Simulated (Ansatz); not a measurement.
A structure relaxed at PBE0-D4/def2-SVP in Ansatz, charge 0, singlet:

```xyz
11

Ge    0.382    0.678   -1.842
Ge   -0.297   -1.296    1.493
Si   -0.119    0.855    0.482
H     1.583   -0.263   -2.058
H     0.727    2.055   -2.441
H    -0.828    0.103   -2.602
H     1.055   -2.029    1.411
H    -1.354   -2.145    0.761
H    -0.703   -1.182    2.974
H    -1.408    1.596    0.654
H     0.963    1.630    1.167
```

(1) Give its formula, name or SMILES.

(2) Summarise the bond lengths by kind (pairs closer than 1.2 times the sum of covalent radii, bridged metal pairs left out).

Answers

(1) Si(GeH3)2H2 (SiGe₂H₈).

(2) 2 × Ge–Si 2.38 Å; 6 × Ge–H 1.54 Å; 2 × H–Si 1.50 Å.

Another isomer (singlet) lies 0.12 eV lower at PBE0-D4/def2-TZVP; other spin states weren't run for this one.
